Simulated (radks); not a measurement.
Results of a calculation; reference values are marked as such.
Spherical quantum dot in the effective-mass picture: electrons in a parabolic well V = omega^2 r^2 / 2 with omega = 0.548, all in effective atomic units (hartree* = m*/eps^2 hartree, bohr* = eps/m* bohr), one dielectric constant everywhere. Level of theory: non-relativistic Kohn-Sham, PBEsol, spin-polarised, spherical densities (a radial shooting solver with Libxc functionals). Levels are named by radial order and angular momentum (1s, 1p, 1d, 2s, ...), and open shells are averaged over m.

N = 14, configuration 1s2 1p6 1d(up 5, down 1). This is the lowest configuration that the search found. Occupied and some empty levels:

level    occupation  eigenvalue (hartree*)  <r> (bohr*)
1s up             1                 5.3909        2.301
1s down           1                 5.4228        2.229
1p up             3                 5.6351        2.827
1p down           3                 5.6822        2.795
1d up             5                 5.9212        3.193
1d down           1                 5.9747        3.184
2s up             0                 6.0065        2.715
2s down           0                 6.0370        2.744
1f up             0                 6.2434        3.485
1f down           0                 6.2986        3.490
2p up             0                 6.3696        3.079
2p down           0                 6.4028        3.091

Energy (hartree*): total 51.2870, kinetic 6.0758, external 19.231, Hartree 30.398, exchange-correlation -4.4178.

Electron density:

r (bohr*)  n(r) (e/bohr*^3)
0.273               0.04020
0.577               0.04406
0.881               0.05025
1.19                0.05794
1.49                0.06578
1.79                0.07208
2.10                0.07506
2.40                0.07335
2.71                0.06649
3.01                0.05530
3.31                0.04175
3.62                0.02830
3.92                0.01705
4.22               0.009077
4.53               0.004273
4.83               0.001790
5.14              0.0006671
5.44              0.0002209
5.75             0.00006473
6.05             0.00001677
